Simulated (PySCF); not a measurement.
An unknown is described by computed data only.

Formula: C6H9BSSi.

- Dipole: 2.17 D [CAM-B3LYP/def2-SVPD]
- Valence photoelectron: vertical ionisation energy: 8.07 eV [ΔSCF CAM-B3LYP/def2-SVPD]
- Triplet: lowest triplet excitation (Tamm–Dancoff): 2.42 eV [TDA CAM-B3LYP/def2-SVPD]
- Rotational structure: rotational constants A, B, C: 2.601, 0.674, 0.539 GHz [PBE0-D3(BJ)/def2-SVP]
- 1H NMR: chemical shifts (computed TMS as zero) by class: 8.24 (1 H), 8.08 (1 H), 8.02 (1 H), 7.41 (1 H), 7.36 (1 H), 6.40 (1 H), 4.78 (3 H) ppm [GIAO PBE0/pcSseg-1]
- Polarisability: 145.6 au [CAM-B3LYP/def2-SVPD]
- 13C NMR: chemical shifts (computed TMS as zero) by class: 180.9 (1 C), 156.2 (1 C), 153.4 (1 C), 152.7 (1 C), 140.3 (1 C), 140.3 (1 C) ppm [GIAO PBE0/pcSseg-1]
- UV, strongest line: among the 10 lowest singlet transitions: S6 at 5.64 eV (220 nm, f = 0.353) [TDDFT CAM-B3LYP/def2-SVPD]
- NMR, other nuclei: isotropic shieldings of nuclei other than C and H, by class: 58 (1 B), 410 (1 Si), 501 (1 S) ppm [GIAO PBE0/pcSseg-1]

Gas-phase values; electronic properties from PySCF, density fitting. Levels stand in brackets. The structure is a single PBE0-D3(BJ)/def2-SVP conformer in the gas phase; no vibrational or solvent corrections. Each NMR value is the plain mean over a class of atoms that symmetry, rotation or inversion makes alike.

Question: Propose a structure and show how it fits.

Answer: Numbering: `[SiH3:1][S:2][C:3]1=[CH:4][CH:5]=[CH:6][CH:7]=[CH:8][BH:9]1`. 6 carbons fall into 6 classes; from least to most shielded: unsaturated ring carbon [C3] (180.9 ppm), unsaturated ring CH carbon [C7] (156.2 ppm), unsaturated ring CH carbon [C8] (153.4 ppm), unsaturated ring CH carbon [C4] (152.7 ppm), unsaturated ring CH carbon [C5] (140.3 ppm), unsaturated ring CH carbon [C6] (140.3 ppm). Hydrogen classes from least to most shielded: 1 H on an unsaturated ring CH carbon, C4 (8.24 ppm), 1 H on an unsaturated ring CH carbon, C7 (8.08 ppm), 1 H on an unsaturated ring CH carbon, C8 (8.02 ppm), 1 H on an unsaturated ring CH carbon, C5 (7.41 ppm), 1 H on an unsaturated ring CH carbon, C6 (7.36 ppm), 1 H on a ring boron, B9 (6.40 ppm), 3 H on an SiH3 silicon, Si1 (4.78 ppm). The other shieldings belong to: 58 ppm, ring boron [B9]; 410 ppm, SiH3 silicon [Si1]; 501 ppm, sulfur bonded to C and Si [S2]. The first electron is taken from the HOMO, whose largest Löwdin shares are 0.35 on the sulfur bonded to C and Si, 0.14 on the unsaturated ring carbon, 0.11 on an unsaturated ring CH carbon and 0.08 on an unsaturated ring CH carbon. The optimised geometry has point group Cs and is an asymmetric top. Structure: `[SiH3]SC1=CC=CC=CB1`. The assignments are read from this structure; whether some other isomer fits the data as well wasn't checked.

Shape of the structure used: `[SiH3:1][S:2][C:3]1=[CH:4][CH:5]=[CH:6][CH:7]=[CH:8][BH:9]1`: Si1–S2–C3–C4 180°.
